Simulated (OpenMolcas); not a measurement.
Computed levels of 3s² 3p² in ions with 14 electrons, in cm-1 above ³P₀.

```json
{"Program": "OpenMolcas 26.06", "Method": "CASSCF", "Basis": "ANO-RCC-VQZP", "Scalar Hamiltonian": "DKH2, point nucleus", "Spin-orbit coupling": "state interaction with AMFI integrals over the reference wave functions, term energies averaged over their components"}
```

Active space for each ion: 4 electrons in 8 orbitals (3s 3p 4s 4p).

```tsv
Level	Si	S2+	Cl3+	Ar4+
³P₁	62.1	259	435	694
³P₂	181	730	1201	1867
¹D₂	8236	14016	16702	19310
¹S₀	14140	25068	30153	35119
```

**Question.** Estimate ³P₂, ¹D₂, ¹S₀ for P+ from its neighbours Si and S2+.

**Answer.** ³P₂ is fine structure, which grows about as the fourth power of a screened charge, so the fourth roots are averaged: ((181^0.25 + 730^0.25) / 2)^4 = 386. The calculation gives 400, so the estimate is off by -3.5 %; the measured value is 469 (NIST Handbook of Basic Atomic Spectroscopic Data).
¹D₂ is another term, which grows about linearly with the charge: (8236 + 14016) / 2 = 11126. The calculation gives 11250, so the estimate is off by -1.1 %; the measured value is 8882 (NIST Handbook of Basic Atomic Spectroscopic Data).
¹S₀ is another term, which grows about linearly with the charge: (14140 + 25068) / 2 = 19604. The calculation gives 19808, so the estimate is off by -1.0 %; the measured value is 21576 (NIST Handbook of Basic Atomic Spectroscopic Data).

Without dynamic correlation excited terms often stand tens of per cent too high (terms of higher spin than the ground term too low), and those without a measured partner can miss by more than the paired ones (holds for Si; P+). Active for correlation alone: 4p 4s; no level in the range computed is led by a configuration that fills them, so any true level of that kind is missing (holds for Si; S2+; Cl3+; Ar4+). The run also gave levels led by 3s² 3p 4s, which use shells meant for correlation; these and all levels above them are left out (holds for P+). Computed and measured levels are paired by configuration, term and J; levels that our copy of the source lacks, or whose pairing is in doubt (as where it misses far off the trend of its configuration), stay unpaired and out of the deviations. Levels of configurations outside the active space are missing.
